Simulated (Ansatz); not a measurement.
Molecule: sum formula H8Si2N2O (charge 0, singlet). 
Coordinates optimised at B3LYP-D3(BJ)/def2-TZVP (Ansatz, a first-principles code):
```xyz
13

N      2.4636     0.4837     0.1119
Si     1.4059    -0.8536    -0.0272
O     -0.1418    -0.5062    -0.4425
Si    -1.6445    -0.0540     0.0332
N     -1.9018     1.6281     0.2079
H      2.8049     0.9769    -0.6975
H      2.4767     1.0666     0.9330
H      1.9330    -1.7234    -1.0962
H      1.3899    -1.5179     1.2953
H     -2.5684    -0.5355    -1.0118
H     -1.9109    -0.6608     1.3565
H     -1.5990     2.1290     1.0275
H     -1.9841     2.2383    -0.5894
```

Quantity: vertical triplet-singlet gap (E(triplet) - E(singlet); each state is the SCF solution reached for its spin), in kcal/mol. Valence correlation only, unless marked. UHF or UKS for open shells. Spin-orbit coupling is left out. No relativistic terms. 

```
level                    program  vertical triplet-singlet gap (kcal/mol)
-----------------------  -------  ---------------------------------------
BHLYP/def2-TZVPD          Ansatz                                    140.0
CAM-B3LYP/def2-TZVPD      Ansatz                                    143.8
wB97X-V/def2-TZVPD        Ansatz                                    149.3
SCS-MP2/aug-cc-pV(D+d)Z   Ansatz                                    145.2
CCSD/aug-cc-pV(D+d)Z      Ansatz                                    139.2
CCSD(T)/aug-cc-pV(D+d)Z   Ansatz                                    139.8
```
